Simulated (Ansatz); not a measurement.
C6H15N, charge -1, doublet, at the geometry of the source list (a state made from the parent by changing its charge; the spin is typed, not shown lowest) (a gas-phase anion, which may not be bound at this level), with bond 10-1 at 1.8 times its length; SC-NEVPT2/STO-3G, CASSCF(5,6) (Ansatz, a first-principles code).

The Ansatz input:
Ansatz 0.2 input:
```yaml
crystal:
  periodic: [false, false, false]
  atoms:
    - {symbol: C, position_ang: [-1.62180000, 2.01980000, -0.06490000]}
    - {symbol: C, position_ang: [-0.53820000, 1.22070000, -0.78110000]}
    - {symbol: N, position_ang: [0.27760000, 0.42390000, 0.12070000]}
    - {symbol: C, position_ang: [-0.46490000, -0.53720000, 0.92200000]}
    - {symbol: C, position_ang: [-1.16020000, -1.67380000, 0.16410000]}
    - {symbol: C, position_ang: [1.42650000, -0.12950000, -0.57730000]}
    - {symbol: C, position_ang: [2.44140000, -0.77800000, 0.35740000]}
    - {symbol: H, position_ang: [-1.19370000, 2.54740000, 0.78440000]}
    - {symbol: H, position_ang: [-2.04360000, 2.75010000, -0.75310000]}
    - {symbol: H, position_ang: [-3.07512000, 0.87122000, 0.56438000]}
    - {symbol: H, position_ang: [-0.99900000, 0.61020000, -1.57800000]}
    - {symbol: H, position_ang: [0.13970000, 1.92890000, -1.26890000]}
    - {symbol: H, position_ang: [0.23410000, -0.95920000, 1.64440000]}
    - {symbol: H, position_ang: [-1.21120000, 0.02180000, 1.48990000]}
    - {symbol: H, position_ang: [-0.43890000, -2.27690000, -0.38250000]}
    - {symbol: H, position_ang: [-1.89140000, -1.28370000, -0.53970000]}
    - {symbol: H, position_ang: [-1.67720000, -2.31780000, 0.87110000]}
    - {symbol: H, position_ang: [1.13330000, -0.85200000, -1.36090000]}
    - {symbol: H, position_ang: [1.91570000, 0.70900000, -1.08270000]}
    - {symbol: H, position_ang: [2.07800000, -1.72360000, 0.75330000]}
    - {symbol: H, position_ang: [3.36200000, -0.97320000, -0.18840000]}
    - {symbol: H, position_ang: [2.66100000, -0.10860000, 1.18540000]}
basis:
  gaussian:
    orbitals: STO-3G
total_charge: -1
correlation: {method: sc_nevpt2, electrons: all, active_space: {window: {electrons: 5, orbitals: 6}}}
magnetization: {spin_polarized: false, initial_magnetization: 1}
```

Q: What does Ansatz print? Leave out banner, timings and long lists.

A: 
```
Functional definition: HF
719 factors; integrals over basis functions are off by at most 3.6e-5 eV
mean field evaluation 1: about -7792.3592 eV, gradient 2.7e1 eV
mean field evaluation 2: about -7792.9806 eV, gradient 2.7e1 eV
mean field evaluation 4: about -7796.8782 eV, gradient 2.7e0 eV
mean field evaluation 8: about -7796.9744 eV, gradient 8.0e-2 eV
mean field -7796.97450553 eV, -286.5335280990 hartree, gradient 1.7e-6 eV, S^2 0.750000; 0 other end points of the search recorded, 0 dependent functions left out
reference -7796.97450553 eV, -286.5335280990 hartree; 30, 29 occupied and 20, 21 virtual orbitals, 719 factors
state -7797.94400317 eV, -286.5691564803 hartree
state -7797.94400317 eV, -286.5691564803 hartree; corrected -7806.57311171 eV, -286.8862703700 hartree
state -7797.92222487 eV, -286.5683561424 hartree
state -7797.92222487 eV, -286.5683561424 hartree; corrected -7806.56275216 eV, -286.8858896637 hartree
state -7797.94400317 eV, -286.5691564803 hartree; corrected -7806.57311171 eV, -286.8862703700 hartree
the orbitals are reached from a further start. From the first start the search ends at -7797.92222258 eV, -286.5683560584 hartree
Total energy: -7806.57311171 eV, -286.8862703700 hartree
```
